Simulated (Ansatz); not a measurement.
`OC1(F)NB1[SiH3]` + `CC=N` → `C/C=N\[SiH3]` + `OC1(F)BN1` at 700 K and 1 bar (cleavage of the Si–B bond).

Program: Ansatz. Geometries: PBE0-D4/def2-TZVP. ΔE: electronic, gas phase. CCSD(T)/CBS is the MP2 limit (def2-TZVPP, def2-QZVPP) plus CCSD(T) − MP2 in def2-TZVPP, frozen cores. One conformer a species, not always the lowest.

```csv
species,CCSD(T)/CBS energy (Eh),H − E (kJ/mol),S (J/(mol·K))
`OC1(F)NB1[SiH3]`,-584.56642,264.3,495.0
`CC=N`,-133.79309,226.8,331.3
`C/C=N\[SiH3]`,-424.08411,291.1,428.3
`OC1(F)BN1`,-294.28666,194.2,386.7
```

H − E and S are ideal-gas, rigid-rotor, harmonic terms from PBE0-D4/def2-TZVP, for one conformer and one mirror image of each species. 1 Eh = 2625.50 kJ/mol, R = 8.31446 J/(mol·K).

**Question.** By hand: ΔE, ΔH, ΔS and ΔG.

**Answer.** ΔE = (-424.08411) + (-294.28666) − (-584.56642) − (-133.79309) = -0.01126 Eh = -29.6 kJ/mol. Δ(H − E) = 291.1 + 194.2 − 264.3 − 226.8 = -5.8, so ΔH = -35.4 kJ/mol. ΔS = 428.3 + 386.7 − 495.0 − 331.3 = -11.3 J/(mol·K). ΔG = -35.4 − 700 × (-11.3)/1000 = -27.5 kJ/mol.

**Question.** By hand: the equilibrium constant, and the temperature at which ΔG would vanish if ΔH and ΔS stayed fixed.

**Answer.** log₁₀ K = −ΔG/(RT ln 10) = 2.1. ΔG = 0 at ΔH/ΔS = 3133 K, far beyond where these terms or the molecules hold.

The number of gas molecules stays the same, so ΔS is small and ΔH decides. A doubt of 5 kJ/mol in ΔE shifts log₁₀ K by 0.4 here. Other conformers and mirror images would add mixing entropy, several J/(mol·K) or more a flexible species. Modes under 60 cm⁻¹, often nearly free rotors, make the harmonic entropy too high. These are equilibria of isolated gas molecules and say nothing of rates. Largest T1 diagnostic: 0.014 (customary marks: 0.02 for closed shells, 0.045 for open ones).
